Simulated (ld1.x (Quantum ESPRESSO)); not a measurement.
# Ir (Z = 77), TM: configuration errors across variants

ld1.x (Quantum ESPRESSO) 7.5 input, shortened:

```
&input
   title='Ir', zed=77., rel=2, dft='PZ', iswitch=3,
   config='[Xe] 4f14 5d7 6s0 6p0', rel_dist='average'
 /
 &inputp
   pseudotype=2, tm=.true., lloc=-1, rcloc=1.90,
   nlcc=.true., new_core_ps=.true., rcore=1.80
 /
3
6S  1  0   0.00   0.00  1.75  1.75  0.0
6P  2  1   0.00   0.00  2.25  2.25  0.0
5D  3  2   7.00   0.00  2.25  2.25  0.0
 &test
   configts(1)='5d7 6s0 6p0'
 /
```

Open shells are filled in proportion to 2j + 1 (rel_dist='average').

All-electron excitation energies from the reference (eV): (1) 5d7 6s2 6p0 -28.044; (2) 5d7 6s1 6p0 -17.853; (3) 5d6 6s0 6p0 30.838; (4) 5d6 6s2 6p0 -15.618; (5) 5d8 6s0 6p0 -19.022; (6) 5d8 6s1 6p0 -28.335.

Tests that are not counted but printed errors over 1 eV. “wave 6p (bound): rc 2.25 bohr becomes 6p (bound): rc 1.60 bohr”: 5d7 6s1 6p1 (solver errors, printed error -1.9 eV). “local potential all-electron potential smoothed inside 2.10 bohr (lloc = -1)”: 5d7 6s2 6p0 (pseudo-atom not self-consistent, printed error +1.3 eV); 5d8 6s1 6p0 (pseudo-atom not self-consistent, printed error +4.4 eV).

2 further variants failed, have other tests or too few solved ones, and are left out.

A true bound ghost makes a file unfit for plane-wave use even where its test errors are small: the radial tests pick states by their node count and pass the ghost by. Where a test does run into it, the solver fails or the error is huge.

Errors AE − PS in meV (a dash: test not solved or not reliable):

| change | (1) | (2) | (3) | (4) | (5) | (6) | bound ghosts |
| --- | --- | --- | --- | --- | --- | --- | --- |
| base | -27 | -7.4 | -71 | -50 | -35 | -53 | s, p3/2, p1/2 |
| wave 6p (bound): rc 2.25 bohr becomes 6p (bound): rc 1.60 bohr | -27 | -7.4 | -71 | -50 | -35 | -53 | p1/2, p3/2, s |
| local potential all-electron potential smoothed inside 2.10 bohr (lloc = -1) | – | -17 | -75 | -59 | -38 | – | s |
| all radii but the core radius scaled by about 1.35 (s 2.36, p 3.04, d 3.04 bohr); local potential all-electron potential smoothed inside 2.56 bohr (lloc = -1) | -21 | -9.5 | -36 | -35 | -30 | -31 | none |
| wave 5d (bound): rc 2.25 bohr becomes 5d (bound): rc 2.24 bohr | -27 | -7.4 | -71 | -50 | -35 | -53 | s, p3/2, p1/2 |

Task: Give the same row for: local potential the d channel.

Result: -25, -7.1, -55, -31, -54, -70; bound ghosts: s, p3/2, p1/2.
